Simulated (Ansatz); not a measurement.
`C[O][Mo]([NH2])(=[S])=[S]`. Charge 0, multiplicity 1. Mo: def2 effective core potential. The structure was optimised at the PBE0-D4/def2-TZVP level. It is one conformer, not always the lowest.

```xyz
11

C    -0.946    1.750   -0.310
O    -0.879    0.381   -0.618
Mo   -0.139   -1.076    0.243
N     1.734   -1.184   -0.118
S    -1.063   -2.838   -0.449
S    -0.378   -0.816    2.319
H    -1.705    2.211   -0.947
H     0.018    2.231   -0.503
H    -1.214    1.897    0.741
H     2.443   -0.797    0.487
H     2.129   -1.759   -0.847
```

Task: What is the dipole moment at PBE/def2-TZVPP? (Best estimate.)

Result: The calculation gave: 3.88 D, with components (2.66, 2.60, -1.11) D in this frame, pointing from negative to positive charge.

Task: And with r2SCAN, B3LYP, ωB97M-V? (Estimate.)

Result: Ansatz gave: r2SCAN 3.98 D, B3LYP 3.79 D, ωB97M-V 3.70 D.

Task: Give the Mulliken charges with PBE, B3LYP, ωB97M-V in def2-TZVPP. (Estimate.)

Result: Ansatz gave: 
```json
{"atom": "C1", "PBE": "-0.10", "B3LYP": "-0.09", "ωB97M-V": "-0.14"}
{"atom": "O2", "PBE": "-0.39", "B3LYP": "-0.48", "ωB97M-V": "-0.46"}
{"atom": "Mo3", "PBE": "0.97", "B3LYP": "1.10", "ωB97M-V": "0.90"}
{"atom": "N4", "PBE": "-0.48", "B3LYP": "-0.50", "ωB97M-V": "-0.44"}
{"atom": "S5", "PBE": "-0.36", "B3LYP": "-0.36", "ωB97M-V": "-0.29"}
{"atom": "S6", "PBE": "-0.34", "B3LYP": "-0.35", "ωB97M-V": "-0.27"}
{"atom": "H7", "PBE": "0.11", "B3LYP": "0.11", "ωB97M-V": "0.13"}
{"atom": "H8", "PBE": "0.10", "B3LYP": "0.11", "ωB97M-V": "0.12"}
{"atom": "H9", "PBE": "0.10", "B3LYP": "0.11", "ωB97M-V": "0.12"}
{"atom": "H10", "PBE": "0.19", "B3LYP": "0.18", "ωB97M-V": "0.16"}
{"atom": "H11", "PBE": "0.19", "B3LYP": "0.18", "ωB97M-V": "0.16"}
```

B3LYP here is the variant with VWN-RPA as its local correlation; programs differ in this.
